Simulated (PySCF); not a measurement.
# Electronic absorption of (2-hydroxybutyl)methylphenylphosphine sulfide

Compound: (2-hydroxybutyl)methylphenylphosphine sulfide, C11H17OPS.
Structure used (PBE0-D3(BJ)/def2-SVP), in Å, numbered top down from 1:
```
atom  x, y, z in Å
C1    -3.3116    1.9189    0.5264
C2    -3.0500    0.5167    0.0015
C3    -1.9654    0.4301   -1.0721
O4    -1.9350   -0.8231   -1.6850
C5    -0.5591    0.8421   -0.5988
P6     0.1385   -0.1037    0.8139
C7    -0.3059    0.7817    2.3423
S8    -0.3766   -2.0049    0.8734
C9     1.9377    0.1623    0.6612
C10    2.4720    1.4571    0.6357
C11    3.8458    1.6415    0.5070
C12    4.6902    0.5349    0.4034
C13    4.1602   -0.7537    0.4268
C14    2.7847   -0.9421    0.5550
H15   -2.4328    2.3531    1.0292
H16   -4.1352    1.9243    1.2558
H17   -3.5907    2.6043   -0.2903
H18   -2.7978   -0.1789    0.8212
H19   -3.9649    0.1103   -0.4577
H20   -2.2311    1.1492   -1.8689
H21   -1.6066   -1.4593   -1.0241
H22   -0.5105    1.9131   -0.3418
H23    0.1354    0.6694   -1.4350
H24   -1.3916    0.7207    2.4929
H25    0.0100    1.8346    2.3093
H26    0.1982    0.2685    3.1728
H27    1.8201    2.3317    0.7135
H28    4.2601    2.6522    0.4872
H29    5.7682    0.6810    0.3024
H30    4.8207   -1.6199    0.3440
H31    2.3438   -1.9434    0.5735
```

Method: PySCF 2.14.0, density-fitted response routines, TDDFT B3LYP/def2-SVPD, vertical, gas phase, core orbitals frozen in the response.

**Question.** Predict the UV-vis stick spectrum at this level.

**Answer.** 

```csv
state,E (eV),λ (nm),f,"main configurations (H = HOMO, L = LUMO)"
S1,4.28,289.4,0.0004,"H-1→L (86%), H→L (13%)"
S2,4.32,286.7,0.0023,"H→L (86%), H-1→L (13%)"
S3,4.72,262.9,0.0009,"H-1→L+1 (86%), H→L+1 (14%)"
S4,4.76,260.5,0.0092,"H→L+1 (85%), H-1→L+1 (14%)"
S5,5.28,234.8,0.0074,"H-3→L (61%), H-4→L+1 (32%)"
S6,5.51,225.2,0.0078,H-2→L (94%)
S7,5.54,223.8,0.029,H→L+2 (86%)
S8,5.58,222.4,0.019,H-1→L+2 (88%)
S9,5.88,210.8,0.083,"H-4→L (71%), H-3→L+1 (25%)"
S10,5.95,208.2,0.0087,"H-2→L+1 (90%), H-4→L+1 (8%)"
```

Triplets (Tamm–Dancoff): T1 4.07 eV, H-4→L (55%), H-3→L+1 (31%); T2 4.22 eV, H-1→L (64%), H→L (34%); T3 4.24 eV, H→L (62%), H-1→L (34%); T4 4.59 eV, H-3→L (84%), H-4→L+1 (10%).

The lowest singlet lies at 4.28 eV (289 nm, ultraviolet) and is dark (f under 0.0005); its leading configuration is HOMO-1→LUMO (86%). The most intense listed level is S9 at 5.88 eV (211 nm, f = 0.083), 1.60 eV above S1. Löwdin shares by element: HOMO sulfur 71%, phosphorus 11%, carbon 4% or more; LUMO carbon 66% or more (atoms not listed hold the other 34%). The listed states span 1.67 eV, and the widest gap between neighbours is 0.52 eV (S4 to S5). Orbital energies (eV): HOMO-3 -7.61, HOMO-2 -7.40, HOMO-1 -6.40, HOMO -6.36, LUMO -1.33, LUMO+1 -0.96, LUMO+2 -0.09. Of the 10 states listed, 3 reach f = 0.01 and 1 stays under 0.0005. The window holds the lowest 10 singlets.

The run took 13 min of wall time (grids of density and orbitals included) on one thread of an Intel Xeon Platinum 8259CL at 2.50 GHz, shared host with 96 logical CPUs at a one-minute load of 73, and the process peaked at 2.8 GiB of memory.

One conformer stands for the species.
